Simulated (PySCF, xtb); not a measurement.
InBr₃, SMILES [Br][In]([Br])[Br].

xtb with GFN2-xTB at its own geometry gives an orbital gap of 2.57 eV and a dipole moment of 0.00 D.

Geometry optimised at PBE-D3(BJ)/def2-SVP. The isomer is the one that the SMILES or the coordinates give; other isomers of the formula were not compared. The def2 effective core potentials stand for the cores of In; spin–orbit coupling is left out.

Question: What does r2SCAN/def2-TZVP run with PySCF give? (An estimate is asked for; the answer gives what the named calculation found.)

Answer: gap 3.81 eV (levels -7.79 and -3.98 eV), dipole 0.00 D.
